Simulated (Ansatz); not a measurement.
A run for Ansatz (an electronic-structure program): U-CCSD(T)/cc-pVDZ on CH2O (SMILES [CH]O), 2S+1 = 1, a spin state set in the input, which need not be the lowest, at the other state's geometry.

Ansatz 0.2 input:
```yaml
crystal:
  periodic: [false, false, false]
  atoms:
    - {symbol: C, position_ang: [0.67006745, 0.07531754, -0.29738871]}
    - {symbol: O, position_ang: [-0.54613970, 0.06641966, 0.24281608]}
    - {symbol: H, position_ang: [1.51497668, -0.49276145, 0.09656747]}
    - {symbol: H, position_ang: [-1.16626383, -0.49050110, -0.25476389]}
basis:
  gaussian:
    orbitals: cc-pVDZ
correlation: {method: ccsd_t, electrons: outside_noble_gas}
scf: {omitted_lower_state_checks: [cluster_reference]}
magnetization: {spin_polarized: true, initial_magnetization: 0}
```

The log:

```
WARN ansatz: RAYON_NUM_THREADS=1 ignored (pool sized by the plan → 1); use --threads N
Functional definition: HF
these checks for a lower state are left out or cut short: cluster_reference
integrals: 0.01 GiB planned
347 factors; integrals over basis functions are off by at most 1.1e-3 eV
mean field: 0.06 GiB planned
mean field evaluation 1: about -3093.8754 eV, gradient 1.6e1 eV
mean field evaluation 2: about -3093.8767 eV, gradient 1.6e1 eV
mean field evaluation 4: about -3095.0351 eV, gradient 1.9e0 eV
mean field evaluation 8: about -3095.0680 eV, gradient 3.5e-3 eV
mean field evaluation 16: about -3095.8232 eV, gradient 3.3e-2 eV
mean field evaluation 32: about -3095.7750 eV, gradient 1.9e0 eV
mean field -3095.82321119 eV, -113.7694045869 hartree, gradient 2.9e-6 eV, S^2 0.846278; 5 other end points of the search recorded, 0 dependent functions left out
2 core orbitals not correlated
reference -3095.82321119 eV, -113.7694045869 hartree; 6, 6 occupied and 30, 30 virtual orbitals, 347 factors
second order -7.65154716 eV of doubles, -0.00000000 eV of singles
coupled cluster: 0.08 GiB planned
cycle   1  -7.96050593 eV  change   -3.1e-1 eV  update   6.9e-2
cycle   2  -8.19679078 eV  change   -2.4e-1 eV  update   2.5e-2
cycle   3  -8.27556629 eV  change   -7.9e-2 eV  update   1.8e-2
cycle   4  -8.27785830 eV  change   -2.3e-3 eV  update   9.9e-3
cycle   5  -8.28337210 eV  change   -5.5e-3 eV  update   6.9e-3
cycle   6  -8.28825261 eV  change   -4.9e-3 eV  update   5.9e-3
cycle   7  -8.29383005 eV  change   -5.6e-3 eV  update   5.1e-3
cycle   8  -8.29999644 eV  change   -6.2e-3 eV  update   4.2e-3
cycle   9  -8.30524279 eV  change   -5.2e-3 eV  update   3.2e-3
cycle  10  -8.30671330 eV  change   -1.5e-3 eV  update   1.8e-3
cycle  11  -8.30692849 eV  change   -2.2e-4 eV  update   9.4e-4
cycle  12  -8.30668257 eV  change    2.5e-4 eV  update   5.7e-4
cycle  13  -8.30651402 eV  change    1.7e-4 eV  update   4.1e-4
cycle  14  -8.30649088 eV  change    2.3e-5 eV  update   3.2e-4
cycle  15  -8.30656937 eV  change   -7.8e-5 eV  update   2.4e-4
cycle  16  -8.30669631 eV  change   -1.3e-4 eV  update   1.4e-4
cycle  17  -8.30667983 eV  change    1.6e-5 eV  update   6.4e-5
cycle  18  -8.30668056 eV  change   -7.3e-7 eV  update   2.6e-5
cycle  19  -8.30667413 eV  change    6.4e-6 eV  update   1.4e-5
cycle  20  -8.30666534 eV  change    8.8e-6 eV  update   1.0e-5
cycle  21  -8.30665177 eV  change    1.4e-5 eV  update   7.5e-6
cycle  22  -8.30664199 eV  change    9.8e-6 eV  update   3.6e-6
cycle  23  -8.30663943 eV  change    2.6e-6 eV  update   1.4e-6
coupled cluster: 0.08 GiB planned
perturbative correction -0.24791690 eV, -0.0091107781 hartree
WARN: the results are in doubt because among natural orbitals the method converges to other amplitudes
Total energy: -3104.37776752 eV, -114.0837787334 hartree
In doubt: among natural orbitals the method converges to other amplitudes
Checks for a lower state left out: cluster_reference
```

The calculation finished and met its thresholds. Its determinant has ⟨S²⟩ = 0.85, a mixture of spin states.

Warnings raised: other amplitudes.

Cost: about 0.7 core-seconds (a rough figure).
